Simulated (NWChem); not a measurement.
System: C4H4N, doublet; SMILES [c]1cc[nH]c1

The following NWChem deck was run.

```
start job
memory heap 200 mb stack 900 mb global 1100 mb
geometry units angstroms noautosym nocenter noautoz
  C     -1.238438    -0.172144     0.000000
  C     -0.616350     1.047620     0.000000
  N      0.740029     0.768038     0.000000
  C      0.941513    -0.591897     0.000000
  C     -0.292803    -1.221038     0.000000
  H     -0.989880     2.059967     0.000000
  H      1.474773     1.459638     0.000000
  H      1.940238    -1.006252     0.000000
  H     -0.469028    -2.287115     0.000000
end
basis spherical
  * library def2-svp
end
dft
  odft
  mult 2
  xc pbe0
  iterations 150
end
cosmo
  do_cosmo_smd true
  solvent dcm
end
task dft energy
```

NWChem printed, in part:

```
             Northwest Computational Chemistry Package (NWChem) 7.3.0
             --------------------------------------------------------

                             Geometry "geometry" -> ""
                             -------------------------

 Output coordinates in angstroms (scale by  1.889725989 to convert to a.u.)

  No.       Tag          Charge          X              Y              Z
 ---- ---------------- ---------- -------------- -------------- --------------
    1 C                    6.0000    -1.23843800    -0.17214400     0.00000000
    2 C                    6.0000    -0.61635000     1.04762000     0.00000000
    3 N                    7.0000     0.74002900     0.76803800     0.00000000
    4 C                    6.0000     0.94151300    -0.59189700     0.00000000
    5 C                    6.0000    -0.29280300    -1.22103800     0.00000000
    6 H                    1.0000    -0.98988000     2.05996700     0.00000000
    7 H                    1.0000     1.47477300     1.45963800     0.00000000
    8 H                    1.0000     1.94023800    -1.00625200     0.00000000
    9 H                    1.0000    -0.46902800    -2.28711500     0.00000000

 Effective nuclear repulsion energy (a.u.)     152.2527097922

                                 NWChem DFT Module
                                 -----------------

 Summary of "ao basis" -> "ao basis" (spherical)
 ------------------------------------------------------------------------------
       Tag                 Description            Shells   Functions and Types
 ---------------- ------------------------------  ------  ---------------------
 C                          def2-svp                 6       14   3s2p1d
 N                          def2-svp                 6       14   3s2p1d
 H                          def2-svp                 3        5   2s1p

 in cosmo_initialize ...
 calling solv_data for solv:dcm

 solvent parameters
 solvname_short: dcm
 solvname_long:  dichloromethane
 dielec:        8.9300
 dielecinf:     2.0283
 nonaqueous SMD model solvent descriptors
 dielec:        8.9300
 sola:          0.1000
 solb:          0.0500
 solc:          0.0000
 solg:         39.1500
 solh:          0.6670
 soln:          1.4242

          ---------------
          -cosmo- solvent
          ---------------
 Cosmo: York-Karplus, doi: 10.1021/jp992097l
 dielectric constant -eps-     =   8.93
 screen = (eps-1)/(eps    )    =   0.88802
 surface charge correction     = lagrangian

   van der Waals surface
 --------------------------

[...]

                                COSMO-SMD solvation results
                                ---------------------------

             internal energy in gas <Psi(g)|H|Psi(g)> =      -209.080539967407
         internal energy in solvent <Psi(s)|H|Psi(s)> =      -209.078469096182
                               delta internal energy  =         0.002070871225 (    1.30 kcal/mol)
   total free energy in solvent <Psi(s)|H+V/2|Psi(s)> =      -209.091044970285
 polarization energy contribution <Psi(s)|V/2|Psi(s)> =        -0.012575874103 (   -7.89 kcal/mol)
    total free energy in solvent including G(SMD-CDS) =      -209.093649910705
                       G(SMD-CDS) energy contribution =        -0.002604940420 (   -1.63 kcal/mol)
     1 M fixed-concentration free energy of solvation =        -0.013109943298 (   -8.23 kcal/mol)

                    DFT Final Alpha Molecular Orbital Analysis
                    ------------------------------------------

 Vector   16  Occ=1.000000D+00  E=-2.889241D-01
              MO Center= -1.2D+00, -2.3D-01, -1.2D-09, r^2= 1.8D+00
   Bfn.  Coefficient  Atom+Function         Bfn.  Coefficient  Atom+Function
  ----- ------------  ---------------      ----- ------------  ---------------
     4      0.550553  1 C  px                 7      0.384630  1 C  px
     3     -0.304369  1 C  s                  2     -0.184753  1 C  s
    60     -0.182323  5 C  px                46      0.147069  4 C  px
    45     -0.130735  4 C  s                 32     -0.126564  3 N  px
    16      0.119582  2 C  s                 44     -0.098954  4 C  s

 Vector   17  Occ=1.000000D+00  E=-2.749991D-01
              MO Center= -2.9D-01, -1.3D-01,  1.7D-09, r^2= 2.3D+00
   Bfn.  Coefficient  Atom+Function         Bfn.  Coefficient  Atom+Function
  ----- ------------  ---------------      ----- ------------  ---------------
    34      0.385242  3 N  pz                 6      0.369290  1 C  pz
    37     -0.320213  3 N  pz                62      0.304250  5 C  pz
     9      0.261637  1 C  pz                65      0.219211  5 C  pz
    20      0.042294  2 C  pz                51     -0.027814  4 C  pz

 Vector   18  Occ=1.000000D+00  E=-2.385024D-01
              MO Center= -3.5D-02, -8.9D-02,  8.5D-11, r^2= 2.5D+00
   Bfn.  Coefficient  Atom+Function         Bfn.  Coefficient  Atom+Function
  ----- ------------  ---------------      ----- ------------  ---------------
    48     -0.376162  4 C  pz                20      0.363123  2 C  pz
    51     -0.293773  4 C  pz                23      0.283559  2 C  pz
    62     -0.252767  5 C  pz                 6      0.200401  1 C  pz
    65     -0.196472  5 C  pz                 9      0.150344  1 C  pz
    34     -0.036198  3 N  pz                37      0.034007  3 N  pz

 Vector   19  Occ=0.000000D+00  E= 3.177220D-02
              MO Center=  1.4D-01,  1.7D-01,  5.7D-11, r^2= 2.8D+00
   Bfn.  Coefficient  Atom+Function         Bfn.  Coefficient  Atom+Function
  ----- ------------  ---------------      ----- ------------  ---------------
    51      0.533970  4 C  pz                23      0.524099  2 C  pz
    37     -0.492053  3 N  pz                48      0.364580  4 C  pz
    20      0.359018  2 C  pz                34      0.356606  3 N  pz
    65     -0.276807  5 C  pz                 9     -0.254695  1 C  pz
    62     -0.176552  5 C  pz                 6     -0.167562  1 C  pz

 Vector   20  Occ=0.000000D+00  E= 7.265074D-02
              MO Center= -5.0D-01, -4.2D-01,  1.2D-10, r^2= 2.8D+00
   Bfn.  Coefficient  Atom+Function         Bfn.  Coefficient  Atom+Function
  ----- ------------  ---------------      ----- ------------  ---------------
    65     -0.710907  5 C  pz                 9      0.700892  1 C  pz
    23     -0.459382  2 C  pz                51      0.423615  4 C  pz
     6      0.400817  1 C  pz                62     -0.387587  5 C  pz
    20     -0.252358  2 C  pz                48      0.234525  4 C  pz

 Vector   21  Occ=0.000000D+00  E= 8.679770D-02
              MO Center=  1.2D+00,  9.7D-01,  2.6D-10, r^2= 5.9D+00
   Bfn.  Coefficient  Atom+Function         Bfn.  Coefficient  Atom+Function
  ----- ------------  ---------------      ----- ------------  ---------------
    77      1.172131  7 H  s                 31     -1.022023  3 N  s
    82      0.833351  8 H  s                 72      0.804035  6 H  s
    87      0.570246  9 H  s                 45     -0.445438  4 C  s
    59     -0.423767  5 C  s                 22     -0.385838  2 C  py
    49     -0.384715  4 C  px                17     -0.363843  2 C  s

                     DFT Final Beta Molecular Orbital Analysis
                     -----------------------------------------

 Vector   15  Occ=1.000000D+00  E=-4.023018D-01
              MO Center= -3.6D-01, -4.1D-01,  5.6D-12, r^2= 2.7D+00
   Bfn.  Coefficient  Atom+Function         Bfn.  Coefficient  Atom+Function
  ----- ------------  ---------------      ----- ------------  ---------------
     5      0.367615  1 C  py                19     -0.252374  2 C  py
    61     -0.250293  5 C  py                60      0.248510  5 C  px
    86      0.197586  9 H  s                 81     -0.172049  8 H  s
    46     -0.168176  4 C  px                18     -0.153314  2 C  px
    71     -0.145651  6 H  s                 63      0.127685  5 C  px

 Vector   16  Occ=1.000000D+00  E=-2.655252D-01
              MO Center= -1.7D-01, -3.0D-01, -2.1D-10, r^2= 2.3D+00
   Bfn.  Coefficient  Atom+Function         Bfn.  Coefficient  Atom+Function
  ----- ------------  ---------------      ----- ------------  ---------------
    34      0.377565  3 N  pz                62      0.374582  5 C  pz
    37     -0.319882  3 N  pz                 6      0.289389  1 C  pz
    65      0.286368  5 C  pz                 9      0.194792  1 C  pz
    48      0.064687  4 C  pz                51      0.032395  4 C  pz

[...]
```

Level: PBE0/def2-SVP, spin-unrestricted, SMD on the gas-phase geometry. In the optimisation the excess spin sits in a' (Cs, its own frame). All runs use the structure optimised with B3LYP/6-31G* (spherical d), spin-unrestricted. No stability test was run on the SCF state. Solvent: dichloromethane.
